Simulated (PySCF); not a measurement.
PySCF input for CH7NOSi2, SMILES C1N[SiH2]O[SiH2]1, PBE0/pcSseg-1. The structure is a stationary point at PBE0-D3(BJ)/def2-SVP. The structure was generated by enumeration, and PubChem lists no compound with its InChIKey, so it may never have been made. The values are those of a single conformer.

```python
import numpy as np
from pyscf import gto, scf, dft
from pyscf.prop.nmr import rks as nmr

mol = gto.M(
    atom='''
    C     1.28669743   -0.87381595   -0.17381011
    N     1.31232669    0.52091205    0.24246255
    Si   -0.18793045    1.29241117    0.64030150
    O    -1.25036732    0.17625796   -0.01332223
    Si   -0.53024993   -1.18634471   -0.67287800
    H     1.95151778   -1.05432952   -1.03837337
    H     1.60102044   -1.57839913    0.62206887
    H     2.22536259    0.90625154    0.45144850
    H    -0.32318063    2.63700103    0.00625667
    H    -0.48005350    1.44178247    2.09968427
    H    -0.72457660   -1.21961269   -2.15247475
    H    -1.09909736   -2.43117658   -0.08033858
    ''',
    basis='pcSseg-1',
    charge=0,
    spin=0,
    max_memory=1600,
    verbose=3,
)
mf = dft.RKS(mol, xc='pbe0')
mf.grids.level = 3
mf.conv_tol = 1e-10
mf.max_cycle = 100
mf.kernel()
n = nmr.NMR(mf)
n.verbose = 2
n.max_cycle_cphf = 60
sigma = n.kernel()
print('atom   isotropic/ppm   span/ppm')
for i, s in enumerate(sigma):
    w = np.linalg.eigvalsh((s + s.T) / 2)
    print(f'{mol.atom_symbol(i):2s}{i + 1:3d} {w.mean():14.3f} {w[2] - w[0]:11.3f}')
```

Log of the run:

```
converged SCF energy = -750.890058137706
atom   isotropic/ppm   span/ppm
C   1        157.983      55.871
N   2        252.818     119.314
Si  3        365.273      80.670
O   4        309.984     115.608
Si  5        355.943     106.006
H   6         28.655      11.484
H   7         28.688      12.964
H   8         31.365      22.311
H   9         25.997       9.167
H  10         26.001       8.952
H  11         26.184       8.925
H  12         26.134       8.199
```

Self-consistency was reached.

Cost: roughly 30 core-seconds.
